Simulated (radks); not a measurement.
Spherical jellium clusters: N electrons in a uniform positive sphere of charge N and radius rs N^(1/3), rs = 4.28 bohr. Calculated with a radial shooting solver with Libxc functionals: non-relativistic Kohn-Sham, LDA (Slater exchange, Perdew-Wang correlation), spin-polarised, spherical densities. Levels are named by radial order and angular momentum (1s, 1p, 1d, 2s, ...), and open shells are averaged over m.

N = 6, configuration 1s2 1p(up 3, down 1). This is the lowest configuration that the search found. Occupied and some empty levels:

| level | occupation | eigenvalue (eV) | <r> (bohr) |
|---|---|---|---|
| 1s up | 1 | -4.2400 | 5.285 |
| 1s down | 1 | -3.8507 | 5.309 |
| 1p up | 3 | -2.9785 | 6.479 |
| 1p down | 1 | -2.6033 | 6.629 |
| 1d up | 0 | -1.5068 | 7.734 |
| 1d down | 0 | -1.2022 | 8.045 |
| 2s up | 0 | -1.1477 | 8.189 |
| 2s down | 0 | -0.96673 | 8.594 |
| 1f up | 0 | -0.070627 | 10.12 |

Energy (eV): total -10.1137, kinetic 9.3259, external -147.20, Hartree 72.026, exchange-correlation -19.837, background 75.575.

Electron density:

| r (bohr) | n(r) (e/bohr^3) |
|---|---|
| 0.584 | 0.002652 |
| 1.23 | 0.002839 |
| 1.89 | 0.003115 |
| 2.54 | 0.003413 |
| 3.19 | 0.003651 |
| 3.84 | 0.003744 |
| 4.49 | 0.003631 |
| 5.14 | 0.003295 |
| 5.79 | 0.002773 |
| 6.44 | 0.002152 |
| 7.09 | 0.001536 |
| 7.74 | 0.001013 |
| 8.39 | 0.0006250 |
| 9.04 | 0.0003677 |
| 9.69 | 0.0002087 |
| 10.3 | 0.0001151 |
| 11.0 | 0.00006228 |
| 11.6 | 0.00003318 |
| 12.3 | 0.00001747 |
| 12.9 | 9.118e-06 |
